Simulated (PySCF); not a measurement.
C6H4N2OSe, SMILES c1c[se]c(-c2nnco2)c1.

Coordinates come from a B3LYP-D3(BJ)/def2-SVP optimisation. The structure was generated by enumeration, and PubChem lists no compound with its InChIKey, so it may never have been made. One conformer was computed; it need not be the lowest.

Two levels are set side by side: PBE/def2-SVP (PySCF) and HF/def2-SVP (PySCF). Same geometry, gas phase. Differences are taken from unrounded values.

| quantity | HF | PBE | PBE minus HF |
|---|---|---|---|
| orbital gap (eV) | 10.34 | 3.28 | -7.06 |
| highest occupied level (eV) | -8.81 | -5.81 | 3.00 |
| lowest empty level (eV) | 1.53 | -2.53 | -4.06 |
| dipole moment (D) | 3.58 | 3.52 | -0.06 |
| mean polarisability (bohr³) | 93.1 | 101.4 | 8.3 |

Without exact exchange PBE keeps part of each electron's self-repulsion, which lifts occupied levels and narrows the gap. PBE's more diffuse valence density responds more strongly to a field. Differences between two approximate levels are no errors against the true value.

Rough cost on one machine, each run with all the roots and properties that it gave: HF against PBE about 1/3.
